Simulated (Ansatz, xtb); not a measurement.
# C2H8BSi+: where a starting geometry ends

The starting geometry of this gas-phase singlet was built from a drawn formula by distance geometry and a force field; its bonds are those of `C[CH+]B[SiH3]`.

```tsv
atom	x (Å)	y (Å)	z (Å)
C	-0.2965	1.4049	-2.3494
C	-0.7068	0.5975	-1.1589
B	-0.0180	-0.7240	-0.7767
Si	-0.5626	-1.7296	0.8579
H	-0.4415	0.7659	-3.2869
H	-0.9224	2.2915	-2.4467
H	0.7441	1.6829	-2.2624
H	-1.5400	0.9744	-0.5409
H	0.8524	-1.1191	-1.4378
H	-0.3673	-0.9178	1.9597
H	0.2356	-2.9627	0.8865
H	-1.9763	-2.1294	0.6321
```

Question: Predict what becomes of its bonds when it is optimised with r2SCAN-D4/def2-SVP.

Answer: It rearranges to `[BH+][C@H](C)[SiH3]`. Contacts that open: B3–Si4 (1.99 → 2.55 Å). Contacts that close: C2–Si4 (3.08 → 2.04 Å).

The energy falls by 2.49 eV over 28 steps:

```csv
step,E − E(last) (eV)
1,2.492
4,1.184
7,0.677
10,0.513
13,0.358
16,0.200
19,0.053
22,0.002
25,0.000
28,0.000
```

Final geometry (Å):

```xyz
12

C     0.0544    1.1514   -1.5840
C    -0.7998   -0.1008   -1.3209
B    -0.6722   -1.4045   -1.8936
Si   -0.4951   -0.7908    0.5790
H    -0.2409    1.5905   -2.5477
H    -0.1140    1.8997   -0.7973
H     1.1242    0.9070   -1.6221
H    -1.8981    0.1027   -1.2901
H    -0.5953   -2.5322   -2.2590
H    -1.1325    0.3088    1.3428
H     0.9739   -0.9084    0.7321
H    -1.2039   -2.0888    0.7374
```

From the same start GFN2-xTB reaches the same bonding as this run.

The end wasn't checked by frequencies. Run with Ansatz 0.2.0, 56 s on 2 threads of Arm Neoverse V2, with other jobs on the host.
